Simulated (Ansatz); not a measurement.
Cost and result for the atomization energy of C3H9FSn (`[CH3][Sn]([CH3])([CH3])[F]`) (14 atoms, 13 bonds).

```
atom   x (Å)   y (Å)   z (Å)
  C1   1.961   0.013  -0.684
 Sn2   0.088   0.052   0.332
  C3  -1.140   1.731  -0.135
  C4  -0.940  -1.815   0.369
  F5   0.578   0.344   2.189
  H6   1.815  -0.155  -1.752
  H7   2.475   0.964  -0.541
  H8   2.579  -0.789  -0.279
  H9  -0.572   2.650   0.009
 H10  -1.479   1.682  -1.171
 H11  -2.008   1.743   0.523
 H12  -1.280  -2.085  -0.632
 H13  -1.804  -1.743   1.030
 H14  -0.273  -2.592   0.740
```

The species carries charge 0 and has multiplicity 1. Correlated methods include outer-core shells of Sn, which these sets cover unevenly. Sn takes the def2 core potential. The structure was optimised at the PBE0-D4/def2-TZVP level. Program: Ansatz. All runs use 4 threads of an Arm Neoverse V2 on a shared host. Times are those of one run each, without the atoms' runs, and a repeat can differ threefold. Electronic energies, without spin–orbit coupling; frozen cores. CCSD(T)/CBS adds CCSD(T) − MP2 in def2-TZVPP to the MP2 limit, and its time is that of the two runs behind it. T1 = 0.011. With those shells the extrapolation isn't a true limit. B3LYP takes the VWN-RPA correlation (the form of Gaussian; ORCA's B3LYP/G). HSE06 is the plane-wave form, built on full-range PBE exchange.

CCSD(T)/CBS is a level of theory with its own doubt, some kJ/mol a heavy atom from the limit and from the frozen cores, so smaller differences don't rank the functionals.

| level | functions | wall time |
| --- | --- | --- |
| LDA (SPW92)/def2-TZVPP | 300 | 1.4 s |
| HSE06-D4/def2-TZVPP | 300 | 4 s |
| BHLYP-D4/def2-TZVPP | 300 | 4 s |
| r2SCAN-D4/def2-TZVPP (with forces) | 300 | 5.5 s |
| B3LYP-D4/def2-TZVPP (with forces) | 300 | 5.5 s |
| r2SCANh-D4/def2-TZVPP | 300 | 6 s |
| PBE-QIDH/def2-TZVPP | 300 | 7 s |
| B97M-V/def2-TZVPP | 300 | 10 s |
| ωB97M-V/def2-TZVPP (with forces) | 300 | 14 s |
| CCSD(T)/def2-SVP | 127 | 15 s |
| MP2/def2-QZVPP | 580 | 29 s |
| CCSD(T)/def2-TZVPP | 300 | 17 min |
| CCSD(T)/CBS(def2) | – | 17 min |

What atomization energy does each give, and how far from CCSD(T)/CBS? (Estimate.)

The calculation gave: 
```tsv
level	atomization (kJ/mol)	difference from CCSD(T)/CBS	per bond
LDA (SPW92)/def2-TZVPP	5700.3	614.9	47.3
HSE06-D4/def2-TZVPP	5049.4	-36.0	-2.8
BHLYP-D4/def2-TZVPP	4931.2	-154.2	-11.9
r2SCAN-D4/def2-TZVPP (with forces)	5057.2	-28.2	-2.2
B3LYP-D4/def2-TZVPP (with forces)	5044.1	-41.3	-3.2
r2SCANh-D4/def2-TZVPP	5033.2	-52.2	-4.0
PBE-QIDH/def2-TZVPP	5024.3	-61.1	-4.7
B97M-V/def2-TZVPP	5071.7	-13.7	-1.1
ωB97M-V/def2-TZVPP (with forces)	5057.5	-27.9	-2.1
CCSD(T)/def2-SVP	4790.5	-294.9	-22.7
MP2/def2-QZVPP	5067.5	-17.9	-1.4
CCSD(T)/def2-TZVPP	4961.4	-124.0	-9.5
CCSD(T)/CBS(def2)	5085.4	0.0	0.0
```

From PBE to PBE0 (25 % exact exchange), in def2-TZVPP and without D4, the atomization energy moves by −60.1 kJ/mol: exact exchange takes away binding that semilocal exchange gives to molecules. Leaving LDA and LC-ωPBE aside and taking each functional with its dispersion term where it has one, the values, not all of them listed here, spread over 180.2 kJ/mol, from BHLYP-D4 to PBE-D4. LDA lies +614.6 kJ/mol from PBE without D4, its usual overbinding. At CCSD(T), def2-SVP lies −294.9 kJ/mol from the extrapolated value and def2-TZVPP −124.0 kJ/mol: correlation converges slowly with the basis, and small sets miss more of it in the bonded molecule than in its fragments.

Spin–orbit coupling would lower the free Sn atoms strongly, and the atomization energy with them, by more than many differences here. For some Ge, Se and Sn compounds the MP2-based and the directly extrapolated limit differ by 10 to 25 kJ/mol.
